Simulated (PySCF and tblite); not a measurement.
The numbers below are computed, except where a source is named.
3 regioisomers of C8H10:

| isomer | SMILES |
| --- | --- |
| A | [CH3:1][c:2]1[cH:3][cH:4][c:5]([CH3:6])[cH:7][cH:8]1 |
| B | [CH3:1][c:2]1[cH:3][cH:4][cH:5][c:6]([CH3:7])[cH:8]1 |
| C | [CH3:1][c:2]1[cH:3][cH:4][cH:5][cH:6][c:7]1[CH3:8] |

Protocol: conformer search, at most 5 conformers an isomer, GFN2-xTB geometries, energies PBE0/pcSseg-1 (D3(BJ) added where defined), weights at 298.15 K with GFN2-xTB thermal terms. Programs: PySCF with density fitting and tblite.

Equilibrium rotational constants and dipole components of each isomer's leading conformer, in random order:

| set | A (MHz) | B (MHz) | C (MHz) | abs μa | abs μb | abs μc (D) |
| --- | --- | --- | --- | --- | --- | --- |
| P | 3625 | 1789 | 1216 | 0.00 | 0.39 | 0.12 |
| Q | 3218 | 2182 | 1322 | 0.70 | 0.00 | 0.00 |
| R | 5446 | 1457 | 1166 | 0.00 | 0.00 | 0.11 |

Task: Match sets and isomers.

Result: P is B (Cs), Q is C (C2v), R is A (C2v).

The whole study took 88 s on 1 thread of Arm Neoverse V2, shared host (rough), peak memory 1 GiB, launched as `OMP_NUM_THREADS=1 python ens_run.py task.json out`.
